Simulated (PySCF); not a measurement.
Mg(I)(Me) (CH3IMg), SMILES [CH3][Mg][I]. Geometry: B3LYP-D3(BJ)/def2-TZVP. The def2 effective core potentials stand for the cores of I; spin–orbit coupling is left out.

Computed equilibrium geometry at B3LYP-D3(BJ)/def2-TZVP (PySCF confirms it by a frequency run) as Cartesian coordinates in Å, and its point group:
point group C3v.
```xyz
6

Mg     0.0000     0.0000     1.5688
I      0.0000     0.0000    -0.9962
C      0.0000     0.0000     3.6431
H      0.8824    -0.5095     4.0376
H     -0.8824    -0.5095     4.0376
H      0.0000     1.0189     4.0376
```
